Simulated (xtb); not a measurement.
Ti(Br)(SH)3 (BrH3S3Ti), SMILES [SH][Ti]([SH])([SH])[Br], multiplicity 1. All values are semi-empirical tight-binding results from xtb (GFN2-xTB unless named), good for trends rather than for accurate numbers. The structure is a stationary point at GFN2-xTB. The multiplicity is an assumed one; other spin states were not compared. One conformer was computed; it need not be the lowest.

For metal compounds this method's bond lengths and energies can be far off.

* **orbital gap**: 1.54 eV
* **zero-point energy**: 15.0 kcal/mol
* **G − E(el) at 298.15 K (modified RRHO)**: -9.9 kcal/mol
